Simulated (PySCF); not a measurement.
Input of a run (PBE0-D3(BJ)/def2-SVP geometry optimisation, gas phase (PySCF 2.14.0)), started from GFN2-xTB:
```
{"job": {"xc": "PBE0", "basis": "def2-SVP", "d3": "d3bj", "grid": 1, "shake": 0.01, "kind": "geom"}, "charge": 0, "multiplicity": 1}
O      1.697840    -0.698640    -1.380790
C      1.433310    -0.107710    -0.360640
O      2.256670    -0.059430     0.663700
Ge    -0.201150     0.883540     0.077940
C     -1.739660    -0.398030    -0.160290
Cl    -1.469600    -1.679700     1.041640
H      3.104710    -0.558800     0.495810
H     -0.409230     2.061430    -0.847850
H     -0.167440     1.353680     1.522540
H     -2.719080     0.033810     0.058640
H     -1.748270    -0.855980    -1.126350
```

Output (energies in Eh, forces in Eh/bohr):
```
step   0  E = -2765.63683967  max force = 0.030043
step   1  E = -2765.64254081  max force = 0.006261
step   2  E = -2765.64286318  max force = 0.002911
step   3  E = -2765.64289257  max force = 0.004275
step   4  E = -2765.64302079  max force = 0.000585
step   5  E = -2765.64303217  max force = 0.000253
optimisation converged
```

Question: Summarise the run.

Answer: The energy falls by 3.9 kcal/mol over 6 energy and gradient evaluations, the largest force component goes from 0.0300 to 2.5e-04 Eh/bohr, and the atoms move by 0.119 Å rms after alignment. The bond that changes most is Ge4–C5 (ends: germanium bonded to 2 C and 2 H; sp3 C–Cl carbon), which shortens by 0.058 Å. Bonds longer at the end by more than 0.005 Å: 7 of 10; shorter: 3. Among the angles that change most is O1–C2–Ge4, from 128.2° to 122.0°. The energy never rose by more than 1e-6 Eh on the way. The first step brought 92 % of the lowering.

Question: What are the final bond lengths?

Answer: O1=C2 1.202 Å, C2–O3 1.335 Å, C2–Ge4 1.989 Å, Ge4–C5 1.959 Å, C5–Cl6 1.787 Å, O3–H7 0.974 Å, Ge4–H8 1.539 Å, Ge4–H9 1.533 Å, C5–H10 1.098 Å, C5–H11 1.099 Å. Numbering counts from 1 in the input's order; the species is `O=[C](O)[GeH2][CH2]Cl`.

The run used 131 basis functions and 42 SCF cycles in all. On an Arm Neoverse V2 with one thread, no GPU, on a shared host, this took 39 s of wall time and 0.55 GiB of memory at its peak.

PBE0-D3(BJ)/def2-SVP frequencies: not computed here. One conformer, not necessarily the lowest.

Shape of the structure used: `[O:1]=[C:2]([OH:3])[GeH2:4][CH2:5][Cl:6]`: O1–C2–Ge4–C5 52°, C2–Ge4–C5–Cl6 65°, H–O3–C2–O1 0°.
